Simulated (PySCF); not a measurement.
Computed IR spectrum (relative IR intensity) of a molecule C4H9N. Geometry optimised at PBE0-D3(BJ)/def2-SVP. Other conformers were not sampled. Level of theory: PySCF with PBE0-D3(BJ)/def2-SVP. Frequencies are harmonic and unscaled.

ν (cm⁻¹): 94 (w), 330 (w), 451 (w), 530 (vw), 875 (w), 884 (w), 967 (w), 1100 (vw), 1130 (vw), 1138 (w), 1191 (m), 1351 (w), 1364 (w), 1391 (m), 1413 (w), 1441 (m), 1448 (w), 1458 (w), 1464 (w), 1484 (w), 1817 (vs), 2973 (s), 2980 (vs), 3051 (w), 3060 (m), 3075 (m), 3132 (w), 3156 (m), 3165 (m), 3186 (w) (against the strongest line: vs over 80 %, s over 45 %, m over 15 %, w over 4 %, vw less)

**Question.** Which molecule gave these data?
A. CNC1CC1
B. C/C=C/CN
C. CN1CCC1
D. C/C=N/CC

**Answer.** D, C/C=N/CC
